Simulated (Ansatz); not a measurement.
Reaction (isomerisation): `CC(N)N[SiH3]` → `CNC(N)[SiH3]`

Isolated molecules relaxed with PBE0-D4/def2-TZVP in Ansatz; ΔE leaves out vibrations. CBS: MP2 limit from def2 TZ/QZ plus the TZ coupled-cluster correction, frozen cores. DFT in def2-TZVPP. B3LYP here is the variant with VWN-RPA as its local correlation; programs differ in this. Each species was taken in one conformer, which may not be the lowest.

CCSD(T)/CBS gives +111.7 kJ/mol.

Question: Another level gave +115.8 kJ/mol. Which?
A. PBE/def2-TZVPP
B. B3LYP/def2-TZVPP
C. PBE0-D4/def2-TZVPP
D. MP2/def2-TZVPP

Answer: D. MP2/def2-TZVPP 115.8, B3LYP 107.5, PBE0-D4 103.4, PBE 96.7 kJ/mol.

Largest T1 diagnostic among the species: 0.011.

From PBE to PBE0 (25 % exact exchange), in def2-TZVPP and without D4, ΔE moves by +7.2 kJ/mol. In def2-TZVPP, CCSD(T) changes the Hartree–Fock value by −12.0 kJ/mol (the triples alone add −2.2 kJ/mol) and MP2 by −7.2 kJ/mol.
